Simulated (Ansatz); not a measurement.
`B[NH][GeH]([CH3])[F]` + `C1N[SiH2]1` → `BN1C[SiH2]1` + `[CH3][GeH]([NH2])[F]` at 700 K and 1 bar (ligand exchange at a B–N bond).

Calculated with Ansatz (gas phase, PBE0-D4/def2-TZVP geometries, no zero-point term in ΔE). CCSD(T)/CBS is the MP2 limit (def2-TZVPP, def2-QZVPP) plus CCSD(T) − MP2 in def2-TZVPP, frozen cores. For Ge outer-core shells are correlated without core-valence functions, which leaves a few kJ/mol of doubt a bond. Scalar relativity is left out up to krypton. One conformer a species, not always the lowest.

```
               species  CCSD(T)/CBS energy (Eh)  H − E (kJ/mol)  S (J/(mol·K))
`B[NH][GeH]([CH3])[F]`              -2297.76421           312.4          499.6
          `C1N[SiH2]1`               -384.79623           206.6          348.7
         `BN1C[SiH2]1`               -410.22230           252.8          403.6
`[CH3][GeH]([NH2])[F]`              -2272.33936           265.9          447.9
```

H − E and S are ideal-gas, rigid-rotor, harmonic terms from PBE0-D4/def2-TZVP, for one conformer and one mirror image of each species. 1 Eh = 2625.50 kJ/mol, R = 8.31446 J/(mol·K).

Q: By hand: ΔE, ΔH, ΔS and ΔG.

A: ΔE = (-410.22230) + (-2272.33936) − (-2297.76421) − (-384.79623) = -0.00122 Eh = -3.2 kJ/mol. Δ(H − E) = 252.8 + 265.9 − 312.4 − 206.6 = -0.3, so ΔH = -3.5 kJ/mol. ΔS = 403.6 + 447.9 − 499.6 − 348.7 = 3.2 J/(mol·K). ΔG = -3.5 − 700 × (3.2)/1000 = -5.7 kJ/mol.

Q: By hand: the equilibrium constant, and the temperature at which ΔG would vanish if ΔH and ΔS stayed fixed.

A: log₁₀ K = −ΔG/(RT ln 10) = 0.4. ΔH and −TΔS have one sign here, so there is no such temperature.

TΔS isn't small against ΔH here. The sign of ΔG lies within the doubt. A doubt of 5 kJ/mol in ΔE shifts log₁₀ K by 0.4 here. Other conformers and mirror images would add mixing entropy, several J/(mol·K) or more a flexible species. Modes under 60 cm⁻¹, often nearly free rotors, make the harmonic entropy too high. These are equilibria of isolated gas molecules and say nothing of rates. Largest T1 diagnostic: 0.014 (customary marks: 0.02 for closed shells, 0.045 for open ones).

ΔS is within the doubt of such terms, so its sign, and with it that verdict, could turn.
